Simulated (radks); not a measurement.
Effect of the nuclear size on the rhenium ion Re3+, [Xe] 4f14 5d4. Method: Dirac Kohn-Sham, PBE, spin-unpolarised, spherical densities, finite nucleus; open shells are shared between the two j in proportion to 2j + 1; Fermi nuclear charge, rms radius 5.3698 fm; computed with a radial shooting solver on a logarithmic mesh with Libxc functionals. The rms radius is varied about that value; shifts are against it.

rms radius (fm),total energy shift (eV),density at nucleus (e/bohr^3),1s1/2 shift (meV),2s1/2 shift (meV),5s1/2 shift (meV),5d5/2 shift (meV),6s1/2 (empty) shift (meV)
4.7738,-13.6,1.613e+06,-5520,-785,-7.82,0.141,-1.26
5.112,-6.03,1.574e+06,-2440,-347,-3.46,0.062,-0.558
5.3698,0,1.547e+06,0.000,0.000,0.000,0.000,0.000
5.6114,5.82,1.522e+06,2360,335,3.34,-0.060,0.539
6.2075,20.9,1.468e+06,8450,1200,12.0,-0.216,1.93

Slopes of the eigenvalues against <r^2> in GHz/fm^2, as finite differences over the two radii next to the reference (eigenvalue slopes, not the field-shift constants of lines): 1s1/2 216000, 2s1/2 30800, 5s1/2 307, 5d5/2 -5.53, 6s1/2 (empty) 49.5.
